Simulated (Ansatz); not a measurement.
Reactions of CH5ClOSi (`OC([SiH3])Cl`).

Isolated molecules relaxed with PBE0-D4/def2-TZVP in Ansatz; ΔE leaves out vibrations. CBS: MP2 limit from def2 TZ/QZ plus the TZ coupled-cluster correction, frozen cores. This one scheme is used for every species, atoms too. Functionals use def2-TZVPP. B3LYP here is the variant with VWN-RPA as its local correlation; programs differ in this. No spin–orbit coupling; open shells (•) take unrestricted orbitals. Spin–orbit coupling would lower the free atoms: a little for C, Cl, O, Si. Bonds to Br, Ge are less sure, by a few kJ/mol each and by 10 to 20 or more in all where they break to atoms, as the def2 sets lack core-valence functions. Scalar relativity is left out up to krypton. Each species was taken in one conformer, which may not be the lowest.

```
                                           reaction  MP2/CBS(def2) (kJ/mol)  B3LYP-D4 (kJ/mol)  ωB97M-V (kJ/mol)  CCSD(T)/CBS(def2) (kJ/mol)
         `OC([SiH3])Cl` + H₂O → `OC(O)[SiH3]` + HCl                      22                 11                 9                          15
       `OC([SiH3])Cl` + HBr → `[SiH3]C(Cl)Br` + H₂O                     -35                -12               -12                         -24
         `OC([SiH3])Cl` + CH₃OH → `COC(O)Cl` + SiH₄                      17                  9                 7                          13
           `OC([SiH3])Cl` + HBr → `OC(Cl)Br` + SiH₄                      33                 32                36                          36
`OC([SiH3])Cl` + GeH₄ → `O[CH]([SiH3])[GeH3]` + HCl                     -27                -15               -18                         -25
        `OC([SiH3])Cl` → C• + Cl• + 5 H• + O• + Si•                    2982               2925              2947                        2942
        `OC([SiH3])Cl` + H–F → `FC([SiH3])Cl` + H₂O                      19                 10                10                          14
```

Largest T1 diagnostic: 0.012, for `OC(O)[SiH3]`.
